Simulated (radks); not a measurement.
Mo32+, 10 electrons, occupied as 1s1 2s2 2p6 3d1 (not the ground configuration). All-electron calculation, Dirac Kohn-Sham, PBEsol, spin-unpolarised, spherical densities, finite nucleus; open shells fill j = l - 1/2 first; Fermi nuclear charge, rms radius 4.4091 fm. Program: a radial shooting solver on a logarithmic mesh with Libxc functionals. Some entries of the table are withheld. Estimate them.

orbital,occ.,eigenvalue (eV),r(max) (bohr)
1s1/2,1,-22114.76,0.02275
2s1/2,2,-4599.393,0.1266
2p1/2,2,-4429.705,(1)
2p3/2,4,-4309.947,(2)
3s1/2,0,-1851.812,0.3401
3p1/2,0,-1790.889,0.3199
3p3/2,0,-1760.836,0.3265
3d3/2,1,-1666.267,0.2563
3d5/2,0,-1659.027,0.2582
4d3/2,0,-920.8662,(3)
4d5/2,0,-917.8476,(4)
4f5/2,0,-896.7510,(5)
4f7/2,0,-895.5883,(6)

Answer. 
(1) 2p1/2 r(max) (bohr): 0.09745
(2) 2p3/2 r(max) (bohr): 0.1012
(3) 4d3/2 r(max) (bohr): 0.6227
(4) 4d5/2 r(max) (bohr): 0.6253
(5) 4f5/2 r(max) (bohr): 0.4837
(6) 4f7/2 r(max) (bohr): 0.4847
